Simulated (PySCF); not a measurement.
**Radial density of Si⁺ (silicon, charge +1)**

UHF, [Ne] 3s2 3p1, 2P determinant. All numbers are calculated (PySCF 2.14, the spin-free X2C one-electron Hamiltonian (Gaussian nucleus), in cc-pVDZ-DK (4s3p1d, 18 functions)).

```csv
r (bohr),4πr²ρ (e/bohr),4πr²(ρα − ρβ)
0.00161,0.06459,0.0000
0.00271,0.1735,0.0000
0.00456,0.4473,0.0000
0.00768,1.126,0.0000
0.0129,2.692,0.0001
0.0217,5.865,0.0002
0.0365,10.86,0.0006
0.0614,15.38,0.0029
0.103,14.41,0.0125
0.174,9.836,0.0410
0.292,12.28,0.0758
0.492,13.49,0.0424
0.827,4.912,0.0131
1.39,1.575,0.2916
2.34,1.288,0.4403
3.94,0.1981,0.1018
6.62,0.004460,0.0036
```

Densities and radii are taken from the X2C orbitals without a picture-change correction, which distorts them close to the nucleus.
